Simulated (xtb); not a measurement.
HgI2, charge +1, doublet, geometry from GFN2-xTB (such geometries of metal compounds can be far from the true shape) (a state made from the parent by changing its charge; the spin is typed, not shown lowest); xtb 6.7.1 with GFN0-xTB.

Input for xtb:
```
$ xtb mol.xyz --gfn 0 --chrg 1 --uhf 1 --hess --json

# file mol.xyz
3

Hg     0.00000000     0.00000000     0.00000000
I      0.00000000     0.00000000     2.68280601
I     -0.00000000    -0.00000000    -2.68280601
```

Q: Predict the main parts of the log of this xtb run.

A: 
```
   ID    Z sym.   atoms
    1   80 Hg     1
    2   53 I      2, 3

           -------------------------------------------------
          |                Calculation Setup                |
           -------------------------------------------------

           -------------------------------------------------
          |                 G F N 0 - x T B                 |
           -------------------------------------------------

          ...................................................
          :                      SETUP                      :
          :.................................................:
          :  # basis functions                  24          :
          :  # atomic orbitals                  22          :
          :  # shells                            8          :
          :  # electrons                        15          :
          :  electronic temp.          300.0000000     K    :
          :  accuracy                    1.0000000          :
          :  -> integral cutoff          0.2500000E+02      :
          :  -> integral neglect         0.1000000E-07      :
          ...................................................

         :::::::::::::::::::::::::::::::::::::::::::::::::::::
         ::                     SUMMARY                     ::
         :::::::::::::::::::::::::::::::::::::::::::::::::::::
         :: total energy              -6.025890608040 Eh    ::
         :: gradient norm              0.007381448676 Eh/a0 ::
         :: HOMO-LUMO gap              3.662520438833 eV    ::
         ::.................................................::
         :: H0 energy                 -7.572990812226 Eh    ::
         :: repulsion energy           0.014545928201 Eh    ::
         :: electrostat energy         1.533219844185 Eh    ::
         :: -> Gsolv                   0.000000000000 Eh    ::
         ::    -> Gsasa                0.000000000000 Eh    ::
         ::    -> Gshift               0.000000000000 Eh    ::
         :: dispersion energy         -0.000665568200 Eh    ::
         :: short-range corr.          0.000000000000 Eh    ::
         :: add. restraining           0.000000000000 Eh    ::
         :: total charge               1.000000000000 e     ::
         :::::::::::::::::::::::::::::::::::::::::::::::::::::

           -------------------------------------------------
          |                Numerical Hessian                |
[...]
   ------------------------------------------------------------------------
       1    138.89    -0.84052 ( 98.35%)    -0.75386 (  1.65%)    -0.83909
       2    189.04    -0.66703 ( 99.51%)    -0.66255 (  0.49%)    -0.66700
   ------------------------------------------------------------------------

   temp. (K)  partition function   enthalpy   heat capacity  entropy
                                   cal/mol     cal/K/mol   cal/K/mol   J/K/mol
 298.15  VIB   3.42                  778.737      3.750      5.052
         ROT  0.112E+05              592.502      1.987     20.521
         INT  0.384E+05             1371.239      5.737     25.572
         TR   0.937E+28             1481.254      4.968     44.210
         TOT                        2852.4927    10.7055    69.7827   291.9708

       T/K    H(0)-H(T)+PV         H(T)/Eh          T*S/Eh         G(T)/Eh
   ------------------------------------------------------------------------
    298.15    0.454574E-02    0.529282E-02    0.331560E-01   -0.278632E-01
   ------------------------------------------------------------------------

         :::::::::::::::::::::::::::::::::::::::::::::::::::::
         ::                  THERMODYNAMIC                  ::
         :::::::::::::::::::::::::::::::::::::::::::::::::::::
         :: total free energy          -6.053753801190 Eh   ::
         ::.................................................::
         :: total energy               -6.025890608040 Eh   ::
         :: zero point energy           0.000747079178 Eh   ::
         :: G(RRHO) w/o ZPVE           -0.028610272328 Eh   ::
         :: G(RRHO) contrib.           -0.027863193150 Eh   ::
         :::::::::::::::::::::::::::::::::::::::::::::::::::::

           -------------------------------------------------
          | TOTAL ENERGY               -6.025890608040 Eh   |
          | TOTAL ENTHALPY             -6.020597792332 Eh   |
          | TOTAL FREE ENERGY          -6.053753801190 Eh   |
          | GRADIENT NORM               0.007381448676 Eh/α |
          | HOMO-LUMO GAP               3.662520438833 eV   |
           -------------------------------------------------
########################################################################
[WARNING] Runtime exception occurred
-1- hessian_numhess: Hessian on incompletely optimized geometry!
########################################################################

normal termination of xtb
```
